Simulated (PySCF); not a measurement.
Method: CAM-B3LYP-D3(BJ)/def2-TZVP (PySCF). All species are isolated molecules in the gas phase. One relaxed conformer stands for a flexible species; it need not be the lowest. Excitations are Tamm–Dancoff values on a coarser integration grid. The basis has no diffuse functions, so Rydberg states are missing or too high.

Reference species (SMILES): `NB(O)O` (O–B–O–H torsion 0°, O–B–O–H torsion 180°) (neutral, multiplicity 1).

```json
{
 "S1 oscillator strength": "0.014",
 "T1 excitation (TDA)": "6.40 eV",
 "S1 excitation (TDA)": "6.75 eV"
}
```

Changed species: `OB(O)O` (0 of 3 OH replaced by NH2; the reference has 1 of 3 OH replaced by NH2).

Question: Predict the effect on the S1 oscillator strength, T1 excitation (TDA) and S1 excitation (TDA).

Answer: the S1 oscillator strength drops by 0.014, to 0.000; the T1 excitation (TDA) rises by 1.16 eV, to 7.56 eV; the S1 excitation (TDA) goes up by 1.16 eV, to 7.91 eV.
